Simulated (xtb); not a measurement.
xtb input (GFN2-xTB):

```bash
xtb mol.xyz --gfn 2 --ohess tight --chrg 0 --uhf 0
```
mol.xyz:
```
21

C     -2.44382176    -0.19106589    -0.66251580
C     -1.25209491    -0.33842156     0.19380867
C     -0.75421294     1.03162119     0.75897788
C      0.77232724     0.99164434     0.88371768
C      1.14169786    -0.35741369     0.32304654
C      2.54383948    -0.38164998    -0.29807363
C      0.01981147    -0.78159801    -0.62493927
H     -2.74205923    -1.16284374    -1.12084572
H     -2.33853827     0.45402213    -1.51781751
H     -3.34943228     0.15146911    -0.10239103
H     -1.43374536    -0.97210546     0.98105507
H     -1.23159325     1.20856834     1.70082434
H     -1.07782380     1.87491914     0.06094293
H      1.07195282     1.12398621     1.90739307
H      1.20133423     1.77854832     0.27060781
H      1.20774367    -1.07923097     1.19567758
H      3.26789039    -0.04863226     0.32711701
H      2.52444042     0.28670200    -1.22015241
H      2.72843372    -1.38892746    -0.73034973
H      0.08428865    -0.25114037    -1.56378114
H     -0.03376095    -1.85166988    -0.76433109
```

End of the output:

```
   temp. (K)  partition function   enthalpy   heat capacity  entropy
                                   cal/mol     cal/K/mol   cal/K/mol   J/K/mol
 298.15  VIB   190.                 3215.398     22.532     18.932
         ROT  0.236E+06              888.752      2.981     27.567
         INT  0.449E+08             4104.150     25.513     46.500
         TR   0.941E+27             1481.254      4.968     39.645
         TOT                        5585.4043    30.4808    86.1451   360.4309

       T/K    H(0)-H(T)+PV         H(T)/Eh          T*S/Eh         G(T)/Eh
   ------------------------------------------------------------------------
    298.15    0.890091E-02    0.203678E+00    0.409303E-01    0.162748E+00
Note: The following floating-point exceptions are signalling: IEEE_UNDERFLOW_FLAG IEEE_DENORMAL
normal termination of xtb
   ------------------------------------------------------------------------

         :::::::::::::::::::::::::::::::::::::::::::::::::::::
         ::                  THERMODYNAMIC                  ::
         :::::::::::::::::::::::::::::::::::::::::::::::::::::
         :: total free energy         -21.985794159897 Eh   ::
         ::.................................................::
         :: total energy              -22.148541784620 Eh   ::
         :: zero point energy           0.194777014413 Eh   ::
         :: G(RRHO) w/o ZPVE           -0.032029389689 Eh   ::
         :: G(RRHO) contrib.            0.162747624723 Eh   ::
         :::::::::::::::::::::::::::::::::::::::::::::::::::::
imag cut-off (cm-1) :    5.00
 found            1  significant imaginary frequency
 writing imag mode distorted coords to xtbhess.xyz
 for further optimization.

optimized geometry written to: xtbopt.xyz

           -------------------------------------------------
          | TOTAL ENERGY              -22.148541784620 Eh   |
          | TOTAL ENTHALPY            -21.944863861903 Eh   |
          | TOTAL FREE ENERGY         -21.985794159897 Eh   |
          | GRADIENT NORM               0.000308216029 Eh/α |
          | HOMO-LUMO GAP              12.739175037129 eV   |
           -------------------------------------------------

------------------------------------------------------------------------
------------------------------------------------------------------------
 total:
 SCF:
 ANC optimizer:
 analytical hessian:
```
